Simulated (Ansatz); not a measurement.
Mulliken charges of CH$_{3}$BFNO, SMILES `OC1(F)BN1` from ωB97M-V/def2-TZVPP in Ansatz (PBE0-D4/def2-TZVP geometry).

```tsv
atom	x (Å)	y (Å)	z (Å)	charge (e)
O1	0.034	1.391	0.754	-0.290
C2	0.379	0.245	0.095	0.305
F3	1.509	0.490	-0.658	-0.226
B4	-0.057	-1.180	0.478	-0.103
N5	-0.602	-0.523	-0.583	-0.101
H6	0.121	2.134	0.145	0.172
H7	-0.077	-2.192	1.089	0.105
H8	-1.215	-0.421	-1.376	0.139
```

Task: By hand: the dipole of these point charges (1 e Å = 4.8032 D).

Result: Σ q r = (-0.325, -0.187, -0.083) e Å, of length 0.384 e Å = 1.84 D.

Task: How does the dipole of the full density compare? (An estimate is asked.)

Result: The calculation gave: (-0.381, -0.004, -0.320) e Å, 2.39 D; the point charges give 0.77 times that, at 38° from its direction.

Point charges leave out the atoms' own dipoles, such as those of lone pairs, and Mulliken's split depends on the basis, so the two needn't agree.
